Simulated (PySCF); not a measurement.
Shifts of the heteroatoms

Cartesian coordinates in Å; atom numbers follow the order of the lines, from 1:
```xyz
20

C     2.776    0.223    0.370
C     1.759   -0.181   -0.662
O     2.068   -0.599   -1.758
C     0.337   -0.040   -0.287
C    -0.747    0.555   -1.186
C    -1.401    1.223    0.034
C    -1.731    0.038    0.946
C    -1.788   -1.245    0.152
C    -0.757   -0.907   -0.898
C    -0.356    0.620    0.917
F     0.293    1.119    1.980
H     3.787    0.079   -0.031
H     2.626    1.273    0.663
H     2.643   -0.374    1.286
H    -0.568    0.996   -2.167
H    -1.917    2.182    0.071
H    -2.358    0.232    1.819
H    -2.780   -1.425   -0.291
H    -1.502   -2.123    0.752
H    -0.438   -1.605   -1.675
```

All values are calculated (PySCF): PBE0-D3(BJ)/def2-SVP structure, NMR shieldings at PBE0/pcSseg-1/GIAO, couplings computed with B3LYP/pcJ-1 (spin–dipole term only in couplings to heteroatoms). No relativistic terms, fast rotation and ring inversion assumed for equivalent nuclei, no solvent model, one conformer.

Q: Where does 19F resonate?

A: 
| atoms | environment | σ (ppm) | δ (ppm) |
| --- | --- | --- | --- |
| F11 | fluorine on an sp3 carbon | 410.8 | -211.2 |

Shieldings were converted by a linear fit to measured shifts: 19F: δ = 160.63 − 0.942σ +14.9 on sp3 carbon (rms 6.9 ppm, 221 shifts, 7.7 ppm with the 5 outliers that the fit left out vs CFCl3, solution or neat liquid). Occasional misses reach two or three times the rms, and more in compound classes unlike the fitted ones. Couplings are scaled by factors fitted to measured values: 2J(H,H) × 0.91 (rms 0.6 Hz), 3J(H,H) × 0.91 (rms 0.4 Hz, 0.5 with 2 outliers), 1J(C,F) × 0.77 (rms 7.3 Hz), 2J(C,F) × 1.09 (rms 1.9 Hz, 5.0 with 1 outliers), 3J(C,F) × 1.48 (rms 1.3 Hz); all others are unscaled and can be 10–30 % off.

Couplings (the largest are listed; each averaged over equivalent pairs): 1J(C10,F11) = -287.8 Hz, 2J(C4,F11) = 28.1 Hz, 2J(C6,F11) = 13.8 Hz, 2J(C7,F11) = 4.3 Hz, 3J(F11,H16) = 11.3 Hz, 3J(F11,H17) = 10.2 Hz, 3J(C5,F11) = -3.3 Hz, 3J(C8,F11) = -2.5 Hz, 3J(C2,F11) = -2.2 Hz, 3J(C9,F11) = -1.6 Hz.

On a 300 MHz spectrometer 19F resonates near 282.3 MHz, so 1 ppm is 282.3 Hz.

Q: Predict the 17O NMR data.

A: 
| atoms | environment | σ (ppm) | δ (ppm) |
| --- | --- | --- | --- |
| O3 | ketone oxygen | -280.0 | 513.8 |

Shieldings were converted by a linear fit to measured shifts: 17O (scatter 13.4 ppm rms, 14.2 ppm with the 1 outlier that the fit left out vs liquid water, solution or neat liquid). Occasional misses reach two or three times the rms, and more in compound classes unlike the fitted ones. Couplings are scaled by factors fitted to measured values: 2J(H,H) × 0.91 (rms 0.6 Hz), 3J(H,H) × 0.91 (rms 0.4 Hz, 0.5 with 2 outliers), 1J(C,F) × 0.77 (rms 7.3 Hz), 2J(C,F) × 1.09 (rms 1.9 Hz, 5.0 with 1 outliers), 3J(C,F) × 1.48 (rms 1.3 Hz); all others are unscaled and can be 10–30 % off.

Couplings (the largest are listed; each averaged over equivalent pairs; quadrupolar broadening usually hides them): 3J(O3,H12) = -2.0 Hz.

On a 300 MHz spectrometer 17O resonates near 40.7 MHz, so 1 ppm is 40.7 Hz.
